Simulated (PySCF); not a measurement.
Excitation energy of O²⁺ by level of theory

O²⁺ [He] 2s2 2p2 (3P) → O²⁺ [He] 2s1 2p3 (5S), as a difference of total energies. Computed with PySCF 2.14 in x2c-QZVPPall (7s4p3d2f1g, 57 functions), with scalar relativity by spin-free X2C-1e. Correlated levels: valence: 1s2 frozen; valence and next inner shell: nothing frozen. The calculations carry no spin-orbit coupling.

```
                                method  excitation energy (eV)
                                   UHF                   5.540
                                   LDA                   7.371
                                   PBE                   7.557
                                  PBE0                   7.353
                                r2SCAN                   6.586
                                  BLYP                   8.466
                                 TPSSh                   7.753
                                 B97-3                   7.930
                                  TPSS                   7.823
                                  ROHF                   5.374
                         MP2 (valence)                   6.939
                     SCS-MP2 (valence)                   7.591
    MP2 (valence and next inner shell)                   6.918
SCS-MP2 (valence and next inner shell)                   7.572
```

Question: How much does correlation contribute at MP2 (valence and next inner shell)?

Answer: 6.918 − (5.540) = 1.378 eV, measured against UHF.

A first-order spin-orbit estimate (lowest level to lowest level, LS coupling) adds 0.028 eV.
